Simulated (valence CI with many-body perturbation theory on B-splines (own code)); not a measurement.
Level structure of La52+

Level of theory: valence CI with perturbative core correlation (CI+MBPT): three valence electrons over a frozen Dirac-Fock core [He], radial functions for each j: 11 s, 11 p, 10 d, 8 f, 5 g, 2 h, with the one-electron correlation potential Σ1, the two-electron term Σ2, the three-electron term Σ3, Breit, model QED; selected CI, second order for the rest, scaled by the run's own slope (own B-spline code, finite nucleus).

The last digits are not significant, and no measured levels were compared; by estimate large intervals hold to a few tenths of a per cent, small ones and those within an open d or f shell to about a per cent.

Levels 1 to 45 of 167, with energies above the lowest level, (2s^2 2p1/2) J=1/2. "Leading %" is the weight of the configuration and term that name the level; weights of strongly mixed levels are sums over their largest components and can fall short. In the jj column 3d3/2^4 stands for four electrons in 3d with j = 3/2. Lifetimes count E1, E2, E3, M1 and M2 decay at the calculated energies, and are blank where another channel may lead or the interval is too uncertain; long ones can be off by a factor of two.

```
No.  Configuration  Term    J  E (Ry)  Leading %      g  Second component  Lifetime              Leading jj
  1          2s²2p   ²P°  1/2    0.00        100  0.638                                  2s^2 2p1/2 (100 %)
  2          2s2p²    ⁴P  1/2   13.05         56  2.142     29 % 2s2p² ²S   88.4 ps       2s 2p1/2^2 (98 %)
  3          2s²2p   ²P°  3/2   33.41         99  1.313                      639 ps       2s^2 2p3/2 (99 %)
  4          2s2p²    ⁴P  3/2   42.51         92  1.649      6 % 2s2p² ²D    149 ps  2s 2p1/2 2p3/2 (100 %)
  5          2s2p²    ²D  5/2   44.96         58  1.342     42 % 2s2p² ⁴P    213 ps   2s 2p1/2 2p3/2 (99 %)
  6          2s2p²    ²P  1/2   48.85         70  1.231     28 % 2s2p² ⁴P    761 fs   2s 2p1/2 2p3/2 (98 %)
  7          2s2p²    ²D  3/2   48.88         65  0.969     34 % 2s2p² ²P    926 fs  2s 2p1/2 2p3/2 (100 %)
  8            2p³   ²P°  3/2   62.75         46  1.348      26 % 2p³ ⁴S°   1.15 ps    2p1/2^2 2p3/2 (98 %)
  9          2s2p²    ⁴P  5/2   77.24         58  1.413     42 % 2s2p² ²D   4.25 ps       2s 2p3/2^2 (99 %)
 10          2s2p²    ²S  1/2   83.03         70  1.894     16 % 2s2p² ⁴P    934 fs       2s 2p3/2^2 (99 %)
 11          2s2p²    ²P  3/2   83.10         64  1.186     29 % 2s2p² ²D    536 fs       2s 2p3/2^2 (99 %)
 12            2p³   ⁴S°  3/2   93.64         55  1.439      45 % 2p³ ²D°    584 fs   2p1/2 2p3/2^2 (100 %)
 13            2p³   ²D°  5/2   95.14        100  1.178                      658 fs   2p1/2 2p3/2^2 (100 %)
 14            2p³   ²P°  1/2   98.15        100  0.638                      511 fs   2p1/2 2p3/2^2 (100 %)
 15            2p³   ²P°  3/2  129.56         53  1.286      28 % 2p³ ²D°    392 fs         2p3/2^3 (100 %)
 16          2s²3s    ²S  1/2  429.98         97  1.991                     11.6 fs          2s^2 3s (97 %)
 17          2s²3p   ²P°  1/2  434.46         95  0.669                      287 fs       2s^2 3p1/2 (95 %)
 18         2s2p3s   ⁴P°  1/2  438.78         86  2.376   12 % 2s2p3s ²P°   13.0 fs      2s 2p1/2 3s (98 %)
 19         2s2p3s   ⁴P°  3/2  440.16         59  1.550   36 % 2s2p3s ²P°   11.9 fs      2s 2p1/2 3s (95 %)
 20         2s2p3s   ²P°  1/2  441.85         94  0.732    5 % 2s2p3s ⁴P°   16.3 fs      2s 2p1/2 3s (98 %)
 21         2s2p3p    ⁴D  1/2  442.56         72  0.265    20 % 2s2p3p ²P   16.1 fs  2s 2p1/2 3p1/2 (100 %)
 22         2s2p3p    ⁴D  3/2  444.10         42  1.113    30 % 2s2p3p ²D   4.95 fs   2s 2p1/2 3p1/2 (97 %)
 23          2s²3p   ²P°  3/2  444.51         93  1.339                      101 fs       2s^2 3p3/2 (93 %)
 24         2s2p3p    ⁴P  1/2  446.34         49  1.977    29 % 2s2p3p ²S   12.7 fs   2s 2p1/2 3p1/2 (99 %)
 25          2s²3d    ²D  3/2  447.75         96  0.799                     1.91 fs       2s^2 3d3/2 (96 %)
 26          2s²3d    ²D  5/2  450.45         97  1.193                     1.84 fs       2s^2 3d5/2 (97 %)
 27         2s2p3p    ⁴P  3/2  453.09         31  1.401    26 % 2s2p3p ⁴D   15.0 fs  2s 2p1/2 3p3/2 (100 %)
 28          2p²3s    ⁴P  1/2  453.50         21  1.594    19 % 2s2p3p ²P   6.50 fs   2s 2p1/2 3p3/2 (53 %)
 29         2s2p3p    ⁴D  5/2  454.84         47  1.334    34 % 2s2p3p ²D   88.8 fs   2s 2p1/2 3p3/2 (97 %)
 30         2s2p3p    ²D  3/2  455.05         45  1.246    20 % 2s2p3p ²P   6.58 fs   2s 2p1/2 3p3/2 (99 %)
 31         2s2p3d   ⁴F°  3/2  455.64         72  0.559   12 % 2s2p3d ²D°   7.25 fs   2s 2p1/2 3d3/2 (99 %)
 32          2p²3s    ⁴P  1/2  456.75         27  1.707    20 % 2s2p3p ²P   7.40 fs       2p1/2^2 3s (52 %)
 33         2s2p3d   ⁴F°  5/2  457.29         52  1.029   21 % 2s2p3d ²F°   8.66 fs   2s 2p1/2 3d3/2 (93 %)
 34         2s2p3d   ⁴D°  1/2  457.54         31  0.516    19 % 2p²3p ⁴D°   1.15 fs   2s 2p1/2 3d3/2 (54 %)
 35         2s2p3d   ⁴D°  3/2  458.41         30  1.213   22 % 2s2p3d ²P°   1.44 fs   2s 2p1/2 3d3/2 (95 %)
 36         2s2p3d   ⁴P°  5/2  459.15         37  1.326   28 % 2s2p3d ⁴D°   1.86 fs   2s 2p1/2 3d5/2 (96 %)
 37         2s2p3d   ⁴D°  1/2  459.68         27  0.549    21 % 2p²3p ⁴D°   9.90 fs    2p1/2^2 3p1/2 (52 %)
 38         2s2p3d   ⁴F°  7/2  460.68         40  1.238   35 % 2s2p3d ²F°   1.97 fs   2s 2p1/2 3d5/2 (99 %)
 39         2s2p3d   ²F°  5/2  461.47         54  1.057   20 % 2s2p3d ²D°   1.97 fs   2s 2p1/2 3d5/2 (96 %)
 40         2s2p3d   ²D°  3/2  461.48         42  1.076   39 % 2s2p3d ²P°   1.96 fs   2s 2p1/2 3d5/2 (93 %)
 41          2p²3p   ²P°  3/2  469.31         31  1.327    21 % 2p²3p ⁴D°   6.54 fs    2p1/2^2 3p3/2 (96 %)
 42          2p²3d    ²D  3/2  471.76         40  0.784     34 % 2p²3d ⁴F   10.2 fs    2p1/2^2 3d3/2 (98 %)
 43         2s2p3s   ⁴P°  5/2  472.23        100  1.580                     17.2 fs     2s 2p3/2 3s (100 %)
 44         2s2p3s   ²P°  3/2  473.66         78  1.395   21 % 2s2p3s ⁴P°   10.3 fs      2s 2p3/2 3s (99 %)
 45          2p²3d    ²D  5/2  475.26         33  1.194     19 % 2p²3d ⁴D   2.04 fs    2p1/2^2 3d5/2 (98 %)
```

The ionisation energy to 2s² ¹S0 of the next ion comes out as 10422 eV (NIST: 10426 ± 4 eV (theoretical)). All 167 levels together are meant to be complete up to 622.94 Ry.
